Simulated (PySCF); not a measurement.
## TeF₄: one-bond stretch

These are results of PBE0 in PySCF with Te def2-SVP with ECP28, F def2-SVP; scalar-relativistic core potentials, no spin–orbit coupling; density-fitted integrals, not measurements.

Rigid scan from the singlet minimum (Te–F 1.890 Å (×2), Te–F 1.941 Å (×2); F–Te–F 85.2° (×4), F–Te–F 99.8°, F–Te–F 164.9°). Coordinate: the bond from Te to the last atom (F) scaled, the rest fixed. Energies in kJ/mol from the minimum.

```csv
scale of one bond,E (kJ/mol),dipole size (D)
0.92,41.1,3.04
0.96,9.0,3.18
1.00,0.0,3.35
1.05,10.6,3.58
1.12,49.3,3.92
1.20,109.1,4.32
1.35,225.9,4.96
1.55,352.4,–
1.80,457.5,–
2.20,542.8,–
```

At long bonds a restricted determinant can lie too high, and another spin state can fall below this curve.

Other isomers or separated fragments may lie lower.
